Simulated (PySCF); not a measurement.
CBrF₃.

```xyz
5

F      1.0784    -0.6226    -1.2766
C      0.0000     0.0000    -0.8233
F     -1.0784    -0.6226    -1.2766
F      0.0000     1.2452    -1.2766
Br     0.0000     0.0000     1.1259
```

Geometry optimised at B3LYP-D3(BJ)/def2-SVP.

Method: KT2/pcSseg-1 in PySCF. Non-relativistic, no solvent.

Computed absolute GIAO shielding of each atom: isotropic value and principal components (ppm):
| atom | σ(iso) | σ11 | σ22 | σ33 | span |
|---|---|---|---|---|---|
| F1 | 169.7 | 104.2 | 113.9 | 291.0 | 186.8 |
| C2 | 40.4 | 33.5 | 33.5 | 54.1 | 20.6 |
| F3 | 169.7 | 104.2 | 113.9 | 291.0 | 186.8 |
| F4 | 169.7 | 104.2 | 113.8 | 290.9 | 186.8 |
| Br5 | 1659.1 | 1001.2 | 1001.2 | 2975.0 | 1973.7 |
